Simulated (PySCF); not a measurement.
## Working out the ionisation energy of Ni⁺

Ni⁺ [Ar] 3d9 (2D) → Ni²⁺ [Ar] 3d8 (3F). Computed with PySCF 2.14 in def2-SVP, with no relativity, point nucleus. Frozen: [Ar]. Energies in hartree (1 hartree = 27.21139 eV):

```csv
part,Ni⁺ (lower),Ni²⁺ (upper)
UHF,-1506.345359,-1505.809083
MP2 opposite-spin,-0.144582,-0.088910
MP2 same-spin,-0.087982,-0.057858
```

Task: What does Hartree-Fock give?

Result: (-1505.809083) − (-1506.345359) = 0.536276 hartree = 14.593 eV.

Task: What do MP2 and SCS-MP2 (6/5 opposite-spin, 1/3 same-spin) give?

Result: The opposite-spin parts differ by 1.515 eV and the same-spin parts by 0.820 eV. MP2: 14.593 + (1.515) + (0.820) = 16.928 eV. SCS-MP2: 14.593 + 1.2 × (1.515) + (0.820)/3 = 16.684 eV.

Reference: 18.169 eV (measured; NIST Atomic Spectra Database, ionization energies), between the lowest levels; spin-orbit coupling is absent from the calculation.

The calculation is non-relativistic.

A double-zeta basis recovers only part of the correlation energy.

What remains against the reference includes basis incompleteness, the frozen core and correlation beyond second order.
